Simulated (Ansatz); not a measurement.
Born–Oppenheimer molecular dynamics of F₂H₆SSi₂ (11 atoms, charge 0, multiplicity 1). It starts at the highest image of a converged band, a first-order saddle point between two minima.

The calculation used Ansatz, RKS PBE/cc-pVDZ.

* ensemble: NVE (velocity Verlet)
* time step: 0.5 fs
* steps asked: 200
* starting velocities drawn for: 100 K
* seed: 10838

First frame:

```xyz
11
Properties=species:S:1:pos:R:3
Si -0.743 0.837 -0.404
Si 0.153 -1.195 1.006
F -1.077 0.538 -2.000
F -2.109 0.049 0.225
H -0.906 2.162 0.270
H 0.822 0.230 0.035
S 1.534 1.541 -0.980
H -0.451 -0.892 2.347
H -0.549 -2.291 0.257
H 1.615 -1.548 1.171
H 1.712 0.570 -1.927
```

**Question.** How far do the bonds stretch over the last three quarters of this one trajectory? (Pairs bonded in most of those frames.)

**Answer.** 
```csv
bond,mean (Å),spread (Å),shortest,longest
Si1–F3,1.658,0.016,1.63,1.68
Si1–F4,1.701,0.024,1.66,1.73
Si1–H5,1.502,0.033,1.45,1.56
Si1–S7,2.195,0.066,2.12,2.36
Si2–H6,1.512,0.018,1.48,1.55
Si2–H8,1.506,0.042,1.44,1.57
Si2–H9,1.504,0.013,1.48,1.53
Si2–H10,1.515,0.023,1.48,1.55
S7–H11,1.369,0.003,1.36,1.37
```

Mean temperature of the second half: 1468 K. The conserved energy stayed within 0.059 meV per atom of its start (net change 0.0029 meV per atom), so the integration is sound. The system heated up, since it started high on the potential surface and ran downhill. A run of 0.1 ps of so small a system gives no equilibrium averages. The orbitals stay closed-shell, which can raise the energy where a bond breaks towards radicals; this wasn't checked here.

The run took 5.7 min on 2 threads of AMD EPYC 7B13 (Zen 3) (shared host), peak memory 0.19 GiB.
